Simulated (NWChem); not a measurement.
The numbers come from NWChem runs, not from measurements. System: Al₂, charge 0, spin multiplicity 3, at a geometry optimised with UB3LYP/def2-SVP. The structure started from a generated list of species. Its SCF solution wasn't tested for a lower state. Level: ULDA (SVWN5)/def2-TZVP.

Part of the output:

```
             Northwest Computational Chemistry Package (NWChem) 7.3.0
             --------------------------------------------------------

                                NWChem Input Module
                                -------------------

 Scaling coordinates for geometry "geometry" by  1.889725989
 (inverse scale =  0.529177249)

 Turning off AUTOSYM since
 SYMMETRY directive was detected!

                             Geometry "geometry" -> ""
                             -------------------------

 Output coordinates in angstroms (scale by  1.889725989 to convert to a.u.)

  No.       Tag          Charge          X              Y              Z
 ---- ---------------- ---------- -------------- -------------- --------------
    1 Al                  13.0000     0.00000000     0.00000000     1.25280300
    2 Al                  13.0000     0.00000000     0.00000000    -1.25280300

 Effective nuclear repulsion energy (a.u.)      35.6923455168

            Nuclear Dipole moment (a.u.)
            ----------------------------
        X                 Y               Z
 ---------------- ---------------- ----------------
     0.0000000000     0.0000000000     0.0000000000

      Symmetry information
      --------------------

 Group name             D2h
 Group number             26
 Group order               8
 No. of unique centers     1

      Symmetry unique atoms

     1


 Summary of "ao basis" -> "" (spherical)
 ------------------------------------------------------------------------------
       Tag                 Description            Shells   Functions and Types
 ---------------- ------------------------------  ------  ---------------------
 *                         def2-tzvp                  on all atoms

                                 NWChem DFT Module
                                 -----------------

 Summary of "ao basis" -> "ao basis" (spherical)
 ------------------------------------------------------------------------------
       Tag                 Description            Shells   Functions and Types
 ---------------- ------------------------------  ------  ---------------------
 Al                        def2-tzvp                13       37   5s5p2d1f

 Summary of "ao basis" -> "ao basis" (spherical)
 ------------------------------------------------------------------------------
       Tag                 Description            Shells   Functions and Types
 ---------------- ------------------------------  ------  ---------------------
 Al                        def2-tzvp                13       37   5s5p2d1f

      Symmetry analysis of basis
      --------------------------

        ag         16
        au          3
        b1g         3
        b1u        16
        b2g         9
        b2u         9
        b3g         9
        b3u         9

            General Information
            -------------------
          SCF calculation type: DFT
          Wavefunction type:  spin polarized.
          No. of atoms     :     2
          No. of electrons :    26
           Alpha electrons :    14
            Beta electrons :    12
          Charge           :     0
          Spin multiplicity:     3
          Use of symmetry is: on ; symmetry adaption is: on
          Maximum number of iterations: 100
          AO basis - number of functions:    74
                     number of shells:    26
          Convergence on energy requested:  1.00D-06
          Convergence on density requested:  1.00D-05
          Convergence on gradient requested:  5.00D-04

              XC Information
              --------------
                        Slater Exchange Functional  1.000 local
                      VWN V Correlation Functional  1.000 local

             Grid Information
             ----------------
          Grid used for XC integration:  medium
          Radial quadrature: Mura-Knowles
          Angular quadrature: Lebedev.
          Tag              B.-S. Rad. Rad. Pts. Rad. Cut. Ang. Pts.
          ---              ---------- --------- --------- ---------
          Al                  1.25       88          11.0       590
          Grid pruning is: on
          Number of quadrature shells:    88
          Spatial weights used:  Erf1
[...]
    10     -0.072723  1 Al py                47      0.072723  2 Al py
    27      0.050865  1 Al d -1              64      0.050865  2 Al d -1

 Vector   17  Occ=0.000000D+00  E=-6.985282D-02  Symmetry=b2g
              MO Center=  5.6D-19, -5.9D-33,  2.0D-16, r^2= 6.3D+00
   Bfn.  Coefficient  Atom+Function         Bfn.  Coefficient  Atom+Function
  ----- ------------  ---------------      ----- ------------  ---------------
    18      0.584084  1 Al px                55     -0.584084  2 Al px
    15      0.358858  1 Al px                52     -0.358858  2 Al px
     6     -0.085969  1 Al px                43      0.085969  2 Al px
     9     -0.072723  1 Al px                46      0.072723  2 Al px
    29     -0.050865  1 Al d  1              66     -0.050865  2 Al d  1

                     DFT Final Beta Molecular Orbital Analysis
                     -----------------------------------------

 Vector   10  Occ=1.000000D+00  E=-2.552715D+00  Symmetry=b2g
              MO Center= -5.1D-17, -2.2D-32, -3.1D-17, r^2= 1.7D+00
   Bfn.  Coefficient  Atom+Function         Bfn.  Coefficient  Atom+Function
  ----- ------------  ---------------      ----- ------------  ---------------
     6      0.391069  1 Al px                43     -0.391069  2 Al px
     9      0.276451  1 Al px                46     -0.276451  2 Al px
    12      0.151607  1 Al px                49     -0.151607  2 Al px

 Vector   11  Occ=1.000000D+00  E=-3.305491D-01  Symmetry=ag
              MO Center= -3.2D-16,  8.2D-16, -9.5D-16, r^2= 2.6D+00
   Bfn.  Coefficient  Atom+Function         Bfn.  Coefficient  Atom+Function
  ----- ------------  ---------------      ----- ------------  ---------------
     4      0.490510  1 Al s                 41      0.490510  2 Al s
     3     -0.252752  1 Al s                 40     -0.252752  2 Al s
     5      0.179492  1 Al s                 42      0.179492  2 Al s
    17     -0.084475  1 Al pz                54      0.084475  2 Al pz
     2      0.072898  1 Al s                 39      0.072898  2 Al s

 Vector   12  Occ=1.000000D+00  E=-2.328443D-01  Symmetry=b1u
              MO Center=  2.8D-32, -2.8D-32,  5.5D-16, r^2= 5.1D+00
   Bfn.  Coefficient  Atom+Function         Bfn.  Coefficient  Atom+Function
  ----- ------------  ---------------      ----- ------------  ---------------
     4      0.515070  1 Al s                 41     -0.515070  2 Al s
     5      0.350862  1 Al s                 42     -0.350862  2 Al s
     3     -0.255676  1 Al s                 40      0.255676  2 Al s
    17      0.119263  1 Al pz                54      0.119263  2 Al pz
     2      0.071639  1 Al s                 39     -0.071639  2 Al s

 Vector   13  Occ=0.000000D+00  E=-1.301928D-01  Symmetry=ag
              MO Center= -5.1D-17,  6.6D-17, -2.9D-16, r^2= 5.9D+00
   Bfn.  Coefficient  Atom+Function         Bfn.  Coefficient  Atom+Function
  ----- ------------  ---------------      ----- ------------  ---------------
    17      0.388325  1 Al pz                54     -0.388325  2 Al pz
    20      0.311748  1 Al pz                57     -0.311748  2 Al pz
     5      0.281175  1 Al s                 42      0.281175  2 Al s
     8     -0.098083  1 Al pz                45      0.098083  2 Al pz
    11     -0.083195  1 Al pz                48      0.083195  2 Al pz

 Vector   14  Occ=0.000000D+00  E=-1.168300D-01  Symmetry=b2u
              MO Center=  9.8D-32, -8.4D-16,  3.7D-17, r^2= 4.7D+00
   Bfn.  Coefficient  Atom+Function         Bfn.  Coefficient  Atom+Function
  ----- ------------  ---------------      ----- ------------  ---------------
    19      0.337948  1 Al py                56      0.337948  2 Al py
    16      0.324920  1 Al py                53      0.324920  2 Al py
     7     -0.082880  1 Al py                44     -0.082880  2 Al py
    10     -0.070108  1 Al py                47     -0.070108  2 Al py

 Vector   15  Occ=0.000000D+00  E=-1.168300D-01  Symmetry=b3u
              MO Center=  2.3D-16, -1.2D-32,  1.4D-17, r^2= 4.7D+00
   Bfn.  Coefficient  Atom+Function         Bfn.  Coefficient  Atom+Function
  ----- ------------  ---------------      ----- ------------  ---------------
    18      0.337948  1 Al px                55      0.337948  2 Al px
    15      0.324920  1 Al px                52      0.324920  2 Al px
     6     -0.082880  1 Al px                43     -0.082880  2 Al px
     9     -0.070108  1 Al px                46     -0.070108  2 Al px

   alpha - beta orbital overlaps
   -----------------------------

   alpha      1      2      3      4      5      6      7      8      9     10
    beta      1      2      3      4      5      6      7      8      9     10
 overlap   1.000  1.000  1.000  1.000  1.000  1.000  1.000  1.000  1.000  1.000

   alpha     11     12     13     14     15     16     17     18     19     20
    beta     11     12     14     15     13     16     17     18     19     22
 overlap   0.999  0.999  0.999  0.999  0.999  0.999  0.999  0.997  0.999  1.000

   alpha     21     22     23     24     25     26     27     28     29     30
    beta     23     20     21     25     24     28     29     27     26     31
 overlap   1.000  0.999  0.999  0.997  1.000  1.000  1.000  1.000  1.000  0.998

   alpha     31     32     33     34     35     36     37     38     39     40
    beta     30     32     34     33     35     36     38     37     39     40
 overlap   0.998  0.999  0.999  0.999  0.999  0.999  1.000  1.000  1.000  1.000

   alpha     41     42     43     44     45     46     47     48     49     50
    beta     41     44     45     42     43     46     47     50     51     49
 overlap   1.000  1.000  1.000  1.000  1.000  1.000  1.000  1.000  1.000  1.000

   alpha     51     52     53     54     55     56     57     58     59     60
    beta     48     52     53     54     55     56     57     58     59     60
 overlap   1.000  1.000  1.000  1.000  1.000  1.000  1.000  1.000  1.000  1.000

   alpha     61     62     63     64     65     66     67     68     69     70
    beta     62     61     63     64     65     66     67     68     69     70
 overlap   1.000  1.000  1.000  1.000  1.000  1.000  1.000  1.000  1.000  1.000

   alpha     71     72     73     74
    beta     72     71     73     74
 overlap   1.000  1.000  1.000  1.000

     --------------------------
     Expectation value of S2:
     --------------------------
      <S2> =      2.0039 (Exact =     2.0000)

 center of mass
 --------------
 x =   0.00000000 y =   0.00000000 z =   0.00000000

 moments of inertia (a.u.)
 ------------------
         302.454444292889           0.000000000000           0.000000000000
           0.000000000000         302.454444292889           0.000000000000
           0.000000000000           0.000000000000           0.000000000000

     Multipole analysis of the density
     ---------------------------------

     L   x y z        total         alpha         beta         nuclear
     -   - - -        -----         -----         ----         -------
     0   0 0 0     -0.000000    -14.000000    -12.000000     26.000000

     1   1 0 0     -0.000000     -0.000000     -0.000000      0.000000
     1   0 1 0      0.000000     -0.000000      0.000000      0.000000
     1   0 0 1      0.000000      0.000000     -0.000000      0.000000

     2   2 0 0    -21.715722    -15.846790     -5.868932      0.000000
     2   1 1 0     -0.000000     -0.000000     -0.000000      0.000000
     2   1 0 1      0.000000      0.000000      0.000000      0.000000
     2   0 2 0    -21.715722    -15.846790     -5.868932      0.000000
     2   0 1 1     -0.000000     -0.000000      0.000000      0.000000
     2   0 0 2    -15.480978    -85.700154    -75.506671    145.725847

 Task  times  cpu:        1.1s     wall:        1.1s

 Total times  cpu:        1.1s     wall:        1.1s
```

Question: Write an NWChem input that would produce this output.

Answer: Several could match; the one computed here: 
```
start mol
memory heap 200 mb stack 900 mb global 1100 mb
geometry units angstroms nocenter noautoz
  Al     0.000000     0.000000     1.252803
  Al     0.000000     0.000000    -1.252803
  symmetry group D2h
end
basis spherical
  * library def2-tzvp
end
dft
  xc slater vwn_5
  odft
  mult 3
  semidirect memsize 60000000 filesize 0
  iterations 100
end
task dft energy
```
